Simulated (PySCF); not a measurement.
An unknown is described by computed data only.

Elements present: C, H and Si. Monoisotopic mass: 165.9942 u.

| Property | Result |
| --- | --- |
| Polarisability | 168.6 au [B3LYP/def2-SVPD] |
| 13C NMR | chemical shifts (computed TMS as zero) by class: -7.0 (1 C) ppm [GIAO KT3/pcSseg-1] |
| Rotational structure | rotational constants A, B, C: 1.031, 0.771, 0.766 GHz [PBE0-D3(BJ)/def2-SVP] |
| XPS | Si2p3/2 105.5, Si2p3/2 106.1, Si2p3/2 106.3 (×3), C1s 290.2, Si1s 1845.1, Si1s 1845.8, Si1s 1846.0 (×3) eV [ΔSCF SCAN, pcX-2 on the ionised atom, pcseg-1 elsewhere, spin-free X2C, 2p3/2 from a spin–orbit splitting computed afterwards within the 2p shell] |
| NMR, other nuclei | isotropic shieldings of nuclei other than C and H, by class: 425 (1 Si), 462 (3 Si), 510 (1 Si) ppm [GIAO KT3/pcSseg-1] |
| Valence photoelectron | vertical ionisation energy: 9.27 eV [ΔSCF B3LYP/def2-SVPD] |
| UV, first state | lowest singlet excitation: 6.19 eV (200 nm, f = 0.010) [TDDFT B3LYP/def2-SVPD] |
| 1H NMR | chemical shifts (computed TMS as zero) by class: 4.02 (2 H), 3.63 (9 H), 0.36 (3 H) ppm [GIAO KT3/pcSseg-1] |

Electronic properties: PySCF, gas phase, density fitting. Levels stand in brackets. Isolated species at its PBE0-D3(BJ)/def2-SVP geometry, gas phase. Each NMR value is the plain mean over a class of atoms that symmetry, rotation or inversion makes alike.

Q: Which formula fits the mass and the elements?

A: CH14Si5 (calculated 165.9942). No other formula that holds each of these elements comes within 0.0003 u with a fitting electron parity and a possible valence count.

Q: Give a SMILES that accounts for the data.

A: Numbering: `[CH3:1][SiH2:2][Si:3]([SiH3:4])([SiH3:5])[SiH3:6]`. Its formula, CH14Si5, gives 0 degrees of unsaturation, so no ring and no π bond. The one carbon: Si-methyl carbon [C1] (-7.0 ppm). Hydrogen classes from least to most shielded: 2 H on an SiH2 silicon, Si2 (4.02 ppm), 9 H on 3 SiH3 silicons, Si4/Si5/Si6 (3.63 ppm), 3 H on an Si-methyl carbon, C1 (0.36 ppm). The other shieldings belong to: 425 ppm, SiH2 silicon [Si2]; 462 ppm, SiH3 silicon [Si4/Si5/Si6]; 510 ppm, four-coordinate silicon [Si3]. The core levels belong to: Si2p3/2 105.5 eV, four-coordinate silicon [Si3]; Si2p3/2 106.1 eV, SiH2 silicon [Si2]; Si2p3/2 106.3 eV, SiH3 silicon [Si4/Si5/Si6]; C1s 290.2 eV, Si-methyl carbon [C1]; Si1s 1845.1 eV, four-coordinate silicon [Si3]; Si1s 1845.8 eV, SiH2 silicon [Si2]; Si1s 1846.0 eV, SiH3 silicon [Si4/Si5/Si6]. One atom of each topological class was ionised and stands for its class. S1 is mainly HOMO→LUMO (weight 0.85); the largest Löwdin shares of the orbital it empties are 0.31 on the four-coordinate silicon, 0.26 on the SiH2 silicon, 0.06 on the Si-methyl carbon and 0.06 on an SiH3 silicon, of the orbital it fills 0.19 on the SiH2 silicon, 0.16 on the four-coordinate silicon, 0.09 on the Si-methyl carbon and 0.09 on an SiH3 silicon. By its constants the optimised geometry is a nearly prolate symmetric top. Structure: `C[SiH2][Si]([SiH3])([SiH3])[SiH3]`. The assignments are read from this structure; whether some other isomer fits the data as well wasn't checked.

The values belong to the conformer `[CH3:1][SiH2:2][Si:3]([SiH3:4])([SiH3:5])[SiH3:6]`: C1–Si2–Si3–Si4 63°.
